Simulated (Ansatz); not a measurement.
Reaction (isomerisation): `BO[SiH2][SiH2]O` → `[SiH3]OBO[SiH3]`

Computed with Ansatz on PBE0-D4/def2-TZVP structures; ΔE is electronic, products minus reactants. CBS: MP2 limit from def2 TZ/QZ plus the TZ coupled-cluster correction, frozen cores. DFT in def2-TZVPP. B3LYP here is the variant with VWN-RPA as its local correlation; programs differ in this. HSE06 is defined as in plane-wave codes. One conformer a species, not always the lowest.

`BO[SiH2][SiH2]O`:

Cartesian coordinates in Å:
```
B 2.016 0.199 1.510
O 1.253 -0.631 0.775
Si 0.656 -0.507 -0.774
Si -1.664 -0.201 -0.676
O -1.904 1.216 0.140
H 2.264 -0.117 2.640
H 2.433 1.221 1.029
H 0.978 -1.778 -1.475
H 1.325 0.620 -1.481
H -2.329 -1.343 0.016
H -2.223 -0.145 -2.059
H -2.804 1.467 0.355
```

`[SiH3]OBO[SiH3]`:

Z-matrix (Å, degrees):
```
Si
O 1 1.652
H 1 1.482 2 108.2
H 1 1.485 2 110.3 3 120.5
H 1 1.482 2 108.3 3 -119.0
B 2 1.361 1 133.2 3 -121.6
O 6 1.353 2 119.6 1 -179.8
H 6 1.199 2 121.1 1 0.2
Si 7 1.659 6 129.3 2 0.0
H 9 1.481 7 106.4 6 179.4
H 9 1.484 7 110.5 6 -61.4
H 9 1.484 7 110.5 6 60.2
```

```tsv
level	ΔE (kJ/mol)	difference from CCSD(T)/CBS
B3LYP-D4	-159.5	-0.2
HSE06-D4	-148.0	11.3
CAM-B3LYP-D4	-166.2	-6.9
PBE-QIDH	-159.1	0.2
PBE	-141.7	17.6
BLYP	-155.0	4.3
r2SCAN0	-161.7	-2.4
CAM-B3LYP	-166.9	-7.6
HF/def2-QZVPP	-181.6	-22.3
MP2/def2-QZVPP	-165.4	-6.1
CCSD(T)/CBS	-159.3	0
```

Largest T1 diagnostic among the species: 0.013.

Leaving LDA and LC-ωPBE aside and taking each functional with its dispersion term where it has one, the values, not all of them listed here, spread over 27.4 kJ/mol, from BHLYP-D4 to revPBE-D4. LDA lies −11.3 kJ/mol from PBE without D4. In def2-TZVPP, CCSD(T) changes the Hartree–Fock value by +17.9 kJ/mol (the triples alone add +1.7 kJ/mol) and MP2 by +13.5 kJ/mol. From PBE to PBE0 (25 % exact exchange), in def2-TZVPP and without D4, ΔE moves by −6.8 kJ/mol.

CCSD(T)/CBS has its own doubt, a few kJ/mol and more with outer-core shells, so smaller differences from it don't rank the levels.
